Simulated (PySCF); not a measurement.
# Cd²⁺: ionisation energy

Cd²⁺ [Kr] 4d10 (1S) → Cd³⁺ [Kr] 4d9 (2D), as a difference of total energies. Computed with PySCF 2.14 in def2-TZVP with the def2 core potential (28 electrons), with scalar relativity through the core potential. Correlated levels: valence: 4s2 4p6 frozen. The calculations carry no spin-orbit coupling.

Problem. Order these methods by the ionisation energy they give, lowest first.
A. LDA
B. UHF
C. MP2 (valence)
D. SCS-MP2 (valence)

Solution. B (36.014 eV), D (37.292 eV), C (37.453 eV), A (38.080 eV).

The reference lies between the lowest fine-structure levels, while these numbers refer to the centres of the terms.

Errors of the correlated levels include the incompleteness of this basis and the frozen core.

For comparison: 37.468 ± 0.006 eV (measured; NIST Atomic Spectra Database, ionization energies).
